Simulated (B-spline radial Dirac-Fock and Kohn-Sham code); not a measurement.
## Two-hole binding energies of Sm⁴³⁺

System: samarium as Sm⁴³⁺, configuration [Ar] 3d1.

Method: ΔSCF Dirac-Fock with Breit, self-energy and vacuum polarisation, finite nucleus, configuration average. Computed with an atomic code on a B-spline grid. U is the two-hole binding energy less the two single-hole energies, the effective repulsion of the holes after relaxation. Each two-hole energy is an average over J within one jj subconfiguration.

```
          holes  E(a) (eV)  E(b) (eV)  E(ab) (eV)  U (eV)
           1s⁻²    49454.0    49454.0    100062.0  1154.0
   1s⁻¹ 2p1/2⁻¹    49454.0     9869.7     59712.5   388.8
   1s⁻¹ 2p3/2⁻¹    49454.0     9263.1     59066.2   349.1
           2s⁻²    10276.5    10276.5     20795.4   242.5
   2s⁻¹ 2p1/2⁻¹    10276.5     9869.7     20380.5   234.4
        2p1/2⁻²     9869.7     9869.7     20032.3   292.9
        2p3/2⁻²     9263.1     9263.1           ?       ?
   2s⁻¹ 3p1/2⁻¹    10276.5     3714.4     14123.4   132.5
   2s⁻¹ 3p3/2⁻¹    10276.5     3566.5     13970.9   128.0
   2p1/2⁻¹ 3s⁻¹     9869.7     3881.0     13879.5   128.8
   2p3/2⁻¹ 3s⁻¹     9263.1     3881.0     13271.5   127.4
2p3/2⁻¹ 3p1/2⁻¹     9263.1     3714.4     13113.2   135.7
        3p1/2⁻²     3714.4     3714.4      7535.7   106.9
        3p3/2⁻²     3566.5     3566.5      7231.9    98.9
```

Q: Give the missing two-hole energy and U.

A: E(ab) = 18787.1 eV and U = 260.9 eV.
